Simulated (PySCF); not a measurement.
Compound: C6H12Se.
Z-matrix (Å and degrees, PBE0-D3(BJ)/def2-SVP geometry), rows numbered from 1:
```
C 
C   1  1.3380
Se  2  1.9064  1  123.79
C   3  1.9327  2  100.38  1     4.19
C   2  1.5169  1  124.80  3   178.60
C   5  1.5314  2  110.62  1   -99.70
C   5  1.5238  2  113.18  1    25.76
H   1  1.0926  2  120.45  3   179.56
H   1  1.0910  2  123.01  3    -0.28
H   4  1.0982  3  106.45  2   178.60
H   4  1.0987  3  110.78  2   -62.76
H   4  1.0987  3  110.62  2    59.92
H   5  1.1062  2  106.72  1   143.61
H   6  1.0997  5  111.51  2   -54.48
H   6  1.1014  5  110.22  2    65.22
H   6  1.1010  5  110.73  2  -175.08
H   7  1.0999  5  111.58  2    54.67
H   7  1.1005  5  110.11  2   174.97
H   7  1.1013  5  111.44  2   -66.27
```

Computed with PySCF at CAM-B3LYP/def2-SVPD, non-relativistic, on one gas-phase PBE0-D3(BJ)/def2-SVP geometry that isn't relaxed in the solvent. The solvent is an IEF-PCM continuum (cavity from Bondi-type radii × 1.2), and excitations are vertical TDDFT with non-equilibrium linear response and a frozen core. Only the electrostatic response of the medium enters. Spin–orbit coupling is left out although an atom past zinc is present.

Gas-phase singlets (H = HOMO, L = LUMO):

| state | E (eV) | λ (nm) | f | leading configuration |
| --- | --- | --- | --- | --- |
| S1 | 4.773 | 260 | 0.000 | H→L 77% |
| S2 | 5.532 | 224 | 0.168 | H→L+1 76% |
| S3 | 5.703 | 217 | 0.031 | H→L+2 72% |
| S4 | 5.857 | 212 | 0.000 | H→L+3 60% |
| S5 | 6.538 | 190 | 0.011 | H→L+5 38% |

**Question.** What are the lowest 5 singlets in tetrahydrofuran (ε = 7.426)?

**Answer.** 
```tsv
state	E (eV)	λ (nm)	f	leading configuration	change by rank (eV)
S1	4.875	254	0.001	H→L 77%	+0.102
S2	5.492	226	0.240	H→L+1 78%	-0.040
S3	5.706	217	0.046	H→L+2 68%	+0.003
S4	5.920	209	0.000	H→L+3 63%	+0.063
S5	6.702	185	0.019	H→L+5 41%	+0.164
```

**Question.** How does the list change in methanol (ε = 32.61)?

**Answer.** 
| state | E (eV) | λ (nm) | f | leading configuration | change by rank (eV) |
| --- | --- | --- | --- | --- | --- |
| S1 | 4.905 | 253 | 0.001 | H→L 77% | +0.132 |
| S2 | 5.517 | 225 | 0.229 | H→L+1 80% | -0.015 |
| S3 | 5.718 | 217 | 0.047 | H→L+2 68% | +0.015 |
| S4 | 5.939 | 209 | 0.000 | H→L+3 64% | +0.082 |
| S5 | 6.731 | 184 | 0.014 | H→L+4 33% | +0.193 |

**Question.** The ground-state energy changes by -0.135 eV from gas to methanol. By how much does the total energy of gas-phase S1 change?

**Answer.** E(S1) = E(S0) + excitation energy, so it changes by -0.135 + 0.132 = -0.003 eV: it is lowered less than the ground state, which is what a blue shift means. This is the vertical state, with the slow part of the continuum still set for S0.

**Question.** How do the frontier levels move from gas to methanol?

**Answer.** 
| orbital | gas (eV) | solvent (eV) | change (eV) | Löwdin shares, gas | Löwdin shares, solvent |
| --- | --- | --- | --- | --- | --- |
| LUMO+2 | 1.33 | 1.31 | -0.02 | Se3 48 %, C2 12 %, C1 10 %, C6 5 % | Se3 56 %, C2 11 %, C1 8 % |
| LUMO+1 | 1.17 | 1.16 | -0.01 | Se3 27 %, C2 17 %, C1 16 %, C6 5 % | Se3 34 %, C2 18 %, C1 17 % |
| LUMO | 0.87 | 0.98 | +0.11 | Se3 59 %, C4 10 %, H10 6 %, H12 5 % | Se3 61 %, C4 10 %, H10 5 %, H12 4 % |
| HOMO | -7.19 | -7.27 | -0.08 | Se3 55 %, C1 16 %, C2 14 %, C4 7 % | Se3 54 %, C1 16 %, C2 15 %, C4 7 % |
| HOMO-1 | -9.46 | -9.47 | -0.01 | C2 28 %, C1 23 %, Se3 17 %, C5 8 % | C2 27 %, C1 22 %, Se3 17 %, C5 9 % |
| HOMO-2 | -9.95 | -9.94 | +0.01 | Se3 47 %, C2 16 %, C1 8 %, C4 7 % | Se3 45 %, C2 17 %, C1 8 %, C4 7 % |
| HOMO-3 | -10.67 | -10.58 | +0.09 | Se3 26 %, C4 21 %, C5 13 %, C2 12 % | Se3 28 %, C4 22 %, C5 12 %, C2 11 % |

The HOMO–LUMO gap goes from 8.06 to 8.25 eV.
